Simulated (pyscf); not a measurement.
# Hydrogen shift: H₂C=CH–SiH₃ → H₃C–CH=SiH₂

Gas phase, singlet surface, charge 0. Bonds broken: Si3–H7. Bonds formed: C1–H7. PySCF, gas phase, ωB97X-D3(BJ)/def2-SVP geometries. MP2 and CC: frozen core, UHF for open shells. ΔMP2 is the change of the MP2 total energy from the triple- to the quadruple-zeta basis.

Transition state (Å):

```xyz
9

C     -0.5237    -0.3218    -0.5918
C      0.5773     0.1047     0.2155
Si    -0.4019     0.7526     1.5457
H     -0.5517    -0.0831    -1.6743
H     -1.0155    -1.2826    -0.3961
H      1.5811     0.2687    -0.1829
H     -1.5205     0.0986     0.3854
H     -0.0541     0.7198     3.0046
H     -1.0729     2.0437     1.2411
```

One imaginary mode, 1524i cm⁻¹; descent along it reached the two sides named.

| bond | change | reactant side (Å) | saddle | product side |
|---|---|---|---|---|
| Si3–H7 | breaks | 1.492 | 1.739 | 3.0 |
| C1–H7 | forms | 3.1 | 1.458 | 1.102 |

Electronic energies relative to the reactant's lowest minimum found (kcal/mol):

```json
[
 {"level": "ωB97X-D3(BJ)/def2-TZVP", "barrier": "76.6", "reaction energy": "+20.0", "reverse barrier": "56.6"},
 {"level": "PBE/def2-TZVP", "barrier": "64.2", "reaction energy": "+14.9", "reverse barrier": "49.3"},
 {"level": "r²SCAN/def2-TZVP", "barrier": "69.1", "reaction energy": "+16.7", "reverse barrier": "52.4"},
 {"level": "B3LYP-D3(BJ)/def2-TZVP", "barrier": "73.8", "reaction energy": "+18.3", "reverse barrier": "55.5"},
 {"level": "PBE0-D3(BJ)/def2-TZVP", "barrier": "69.8", "reaction energy": "+16.6", "reverse barrier": "53.2"},
 {"level": "M06-2X/def2-TZVP", "barrier": "73.6", "reaction energy": "+18.4", "reverse barrier": "55.2"},
 {"level": "ωB97M-D3(BJ)/def2-TZVP", "barrier": "74.2", "reaction energy": "+19.0", "reverse barrier": "55.2"},
 {"level": "HF/def2-TZVP", "barrier": "94.5", "reaction energy": "+26.6", "reverse barrier": "67.9"},
 {"level": "MP2/def2-QZVPP", "barrier": "72.8", "reaction energy": "+17.4", "reverse barrier": "55.4"},
 {"level": "CCSD/def2-TZVPP", "barrier": "77.9", "reaction energy": "+19.4", "reverse barrier": "58.5"},
 {"level": "CCSD(T)/def2-TZVPP", "barrier": "73.9", "reaction energy": "+18.2", "reverse barrier": "55.7"},
 {"level": "CCSD(T)/def2-TZVPP + ΔMP2(QZVPP)", "barrier": "73.7", "reaction energy": "+18.2", "reverse barrier": "55.4"}
]
```

With CCSD(T)/def2-TZVPP + ΔMP2(QZVPP) energies and thermal terms (ideal gas, 1 atm, RRHO with modes under 100 cm⁻¹ raised to 100, one conformer, R ln 2 for rigid chiral ones), in kcal/mol:

```
T (K)   ΔH‡   ΔG‡     ΔH     ΔG
-----  ----  ----  -----  -----
298    71.6  72.2  +19.6  +19.7
600    71.2  72.9  +19.6  +19.8
900    70.8  73.8  +19.4  +20.0
1200   70.4  74.8  +19.2  +20.2
```

This is the saddle that the search found; another between the same sides may lie lower. The CCSD(T) − MP2 part came from Ansatz, without density fitting, on the same reference.
